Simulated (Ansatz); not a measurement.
Reaction (hydrogenolysis of a C–O bond): `C#C[SiH2]C(=O)O` + H₂ → `C#C[SiH2]C=O` + H₂O

Isolated molecules relaxed with PBE0-D4/def2-TZVP in Ansatz; ΔE leaves out vibrations. CBS: MP2 limit from def2 TZ/QZ plus the TZ coupled-cluster correction, frozen cores. This one scheme is used for every species. Functionals use def2-TZVPP. B3LYP here is the variant with VWN-RPA as its local correlation; programs differ in this. Each species was taken in one conformer, which may not be the lowest.

(1) Is it downhill or uphill in electronic energy at CCSD(T)/CBS, and by how much? (An estimate is asked.)

(2) What do these levels give: PBE-D4, revPBE-D4, B3LYP-D4, r2SCAN0-D4, ωB97M-V, PBE-QIDH, PBE, BLYP, r2SCAN0, LC-ωPBE, MP2/def2-QZVPP, HF/CBS(def2)? (An estimate is asked.)

Largest T1 diagnostic among the species: 0.016.

## Answers

(1) The calculation gave: Uphill: ΔE = +4.0 kcal/mol.

(2) The calculation gave: PBE-D4 8.7, revPBE-D4 8.9, B3LYP-D4 6.8, r2SCAN0-D4 7.6, ωB97M-V 6.6, PBE-QIDH 6.1, PBE 7.9, BLYP 6.4, r2SCAN0 7.4, LC-ωPBE 6.4, MP2/def2-QZVPP 5.5, HF/CBS(def2) 1.9 kcal/mol.

At CCSD(T), def2-SVP lies +4.8 kcal/mol from the extrapolated value and def2-TZVPP +0.9 kcal/mol. Leaving LDA and LC-ωPBE aside and taking each functional with its dispersion term where it has one, the values, not all of them listed here, spread over 4.0 kcal/mol, from BHLYP-D4 to r2SCAN-D4. LDA lies +4.0 kcal/mol from PBE without D4.
